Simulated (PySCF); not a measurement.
# Vibration and rotation of NaBr⁻

UHF constants of NaBr⁻, ²Σ⁺ (doublet), unpaired electrons σ ↑ (Na aug-cc-pVDZ, Br aug-cc-pVDZ-PP with ECP10; scalar-relativistic core potentials (PySCF 2.14); masses 22.9898 and 78.9183 u):

| Quantity | Value |
| --- | --- |
| ωe | 203.8 cm⁻¹ |
| ωexe | 1.55 cm⁻¹ |
| Be | 0.12793 cm⁻¹ |
| αe | 0.00127 cm⁻¹ |

Task: What force constant and bond length do these constants imply?

Result: Reduced mass μred = 17.803 u; k = 5.8918×10⁻⁷·μred·ωe² (u, cm⁻¹, mdyn/Å) = 0.436 mdyn/Å; Re = √(16.8576/(μred·Be)) (u, cm⁻¹, Å) = 2.721 Å.

Task: Estimate the centrifugal constant D from the Kratzer relation and find the Dunham coefficient a1.

Result: D = 4Be³/ωe² = 2.02e-07 cm⁻¹; a1 = −1 − αeωe/(6Be²) = -3.64.

Spin–orbit coupling is left out. Hartree–Fock leaves out correlation, which carries a large part of most bond energies and some tenths to 1 eV of ionisation energies. The state is the lowest determinant that a PBE0 search found; another state may lie lower at other levels.
